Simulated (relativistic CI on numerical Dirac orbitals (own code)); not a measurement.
A reference radial Dirac CI calculation of Ni16+ gave the lowest total energy -1392.23947 Ha in 9 SCF steps, from this input:

```
atom Ni  Z=28  charge=16  electrons=12
nucleus A=58  rms_radius_fm=3.7757
hamiltonian dirac-coulomb  breit=on  qed=on  c_scale=1
orbitals kli  potential=per-configuration
slater_scale 1
correlation none
mixing on
grid step=0.0125 r_max=6.2
scf mixing=0.4 start=green max_iterations=150 tolerance=2e-08 node_fill=0.05
configurations
  [Ne] 3s2
end
```

One setting was then changed (and the iteration limit cut to 94), and the output read:

```
SCF 1: [Ne] 3s2
 iter      energy (Ha)   residual   last orbital (Ha)
    1     -1379.705747   3.30e+00    -27.89666
    2     -1389.632565   1.87e+00    -24.24581
    3     -1392.903088   9.64e-02    -20.17473
    4     -1393.052894   2.97e-02    -20.06638
    5     -1393.035261   5.88e-04    -19.90239
    6     -1393.034648   2.65e-04    -19.90355
    7     -1393.034395   8.80e-06    -19.90322
    8     -1393.034397   1.68e-07    -19.90323
    9     -1393.034396   1.05e-07    -19.90323
   10     -1393.034397   2.21e-09    -19.90323
orbital energies (Ha): 1s -318.5277  2s -54.3501  2p1/2 -49.7273  2p3/2 -49.0904  3s -19.9032
configuration averages (Ha): Dirac-Coulomb, Breit, QED
  3s2                          -1393.034397    0.556656    0.403848
levels: no., configuration, term, J, E (cm-1), weight
   1 3s2                    1S   0                0.0  1.00
lowest total energy -1392.073892 Ha
end: converged
```

Question: Which setting was changed?
A. node fill of the KLI weights
B. SCF mixing
C. configuration list
D. start potential

Answer: A. The node fill of the KLI weights 50. This setting is bad on purpose; its numbers may not be properties of the ion.
